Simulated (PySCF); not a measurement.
Compound: C6H6F2.
Geometry (PBE0-D3(BJ)/def2-SVP, Å), atoms numbered from 1 in this order:
```
atom  x, y, z in Å
C1     1.015    2.928    0.262
C2     0.957    1.625   -0.058
C3     0.014    0.681    0.501
C4    -0.028   -0.626    0.159
C5    -0.966   -1.579    0.699
C6    -0.995   -2.866    0.339
F7    -0.184   -3.417   -0.532
F8    -1.841   -3.749    0.804
H9     0.327    3.365    0.993
H10    1.748    3.596   -0.196
H11    1.663    1.225   -0.796
H12   -0.700    1.064    1.240
H13    0.689   -1.000   -0.580
H14   -1.706   -1.264    1.437
```

Computed with TDDFT CAM-B3LYP/def2-SVPD, vertical, gas phase, core orbitals frozen in the response in PySCF.

Frontier orbitals with the atoms that hold most of them (Löwdin shares over 4%, at most four atoms; ? is withheld):

```
orbital  ε (eV)                              atoms
 LUMO+2    1.66  H12 20%, H14 12%, H13 11%, C3 10%
 LUMO+1    1.32     C6 38%, C5 14%, F7 13%, F8 11%
   LUMO   -0.43                                  ?
   HOMO   -7.43                                  ?
 HOMO-1   -9.83     C2 22%, C5 20%, C1 18%, C6 11%
 HOMO-2  -11.50    C2 22%, C3 19%, C1 14%, H11 10%
 HOMO-3  -11.50     C3 23%, C4 22%, C2 15%, C5 13%
```

Task: Which atoms hold the HOMO, and with what shares?

Result: C3 (bonded to 2 C and H) 17%; C1 (bonded to C and 2 H) 17%; C4 (bonded to 2 C and H) 16%; C6 (bonded to C and 2 F) 13%.

Task: Which atoms hold the LUMO, and with what shares?

Result: C1 (bonded to C and 2 H) 18%; C4 (bonded to 2 C and H) 17%; C3 (bonded to 2 C and H) 16%; C6 (bonded to C and 2 F) 14%.

Task: How does S1 compare with the orbital gap of 7.01 eV?

Result: S1 is at 4.95 eV (f = 1.124), 2.06 eV below the gap, made of HOMO→LUMO (98%). 

Task: Give energy, strength and leading configuration of S1 and S2, and follow the Löwdin shares of the leading atoms from the occupied to the empty orbital.

Result: 
- S1 (4.95 eV, f 1.124), HOMO→LUMO (98%): C3 17% → 16%, C1 17% → 18%, C4 16% → 17%
- S2 (6.08 eV, f 0.0023), HOMO→LUMO+1 (89%): C3 17% → at most 12%, C1 17% → at most 12%, C6 13% → 38%, C5 at most 13% → 14%

Löwdin shares depend on the basis, the more so with diffuse functions.

The run took 54 s of wall time (grids of density and orbitals included) on one thread, AMD EPYC 9R45 (x86_64), shared host, and the process peaked at 1.0 GiB of memory.

One conformer stands for the species.
